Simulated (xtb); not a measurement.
Si(Cl)2(F)(GeH3) (Cl₂FGeH₃Si), SMILES F[Si](Cl)(Cl)[GeH3]. All values are semi-empirical tight-binding results from xtb (GFN2-xTB unless named), good for trends rather than for accurate numbers. The structure is a stationary point at GFN2-xTB.

For metal compounds this method's bond lengths and energies can be far off.

Computed properties:
| Quantity | Result |
|---|---|
| orbital gap | 5.57 eV |
| zero-point energy | 17.9 kcal/mol |
| G − E(el) at 298.15 K (modified RRHO) | -4.4 kcal/mol |
